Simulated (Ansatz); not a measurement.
Input file for Ansatz (an electronic-structure program): R-B3LYP/def2-TZVPPD on BBrH2 (SMILES BBr). Files ending in .json are basis or fitting sets from the Basis Set Exchange.

Ansatz 0.2 input:
```yaml
crystal:
  periodic: [false, false, false]
  atoms:
    - {symbol: B, position_ang: [-0.50137008, -0.65926087, 2.17377004]}
    - {symbol: Br, position_ang: [0.68957657, 0.74433087, 1.27651766]}
    - {symbol: H, position_ang: [-0.02900215, -1.75213082, 2.06341023]}
    - {symbol: H, position_ang: [-1.64117787, -0.52908528, 1.83677519]}
basis:
  gaussian:
    orbitals: def2-TZVPPD.json
hamiltonian:
  xc: {name: B3LYP}
scf: {lower_state_search: off}
```

The head of its log:

```
WARN ansatz: RAYON_NUM_THREADS=1 ignored (pool sized by the plan → 1); use --threads N
Functional definition: B3LYP
these checks for a lower state are left out or cut short: stability, starts, cluster_reference, orbital_swaps, neighbouring_geometries, increment
integrals: 0.04 GiB planned
739 factors; their error is unknown
mean field: 0.41 GiB planned
mean field evaluation 1: about -70754.7276 eV, gradient 1.8e1 eV
mean field evaluation 2: about -70754.6236 eV, gradient 1.9e1 eV
```

Question: What total energy does the run end on?

Answer: -2600.2334 hartree.
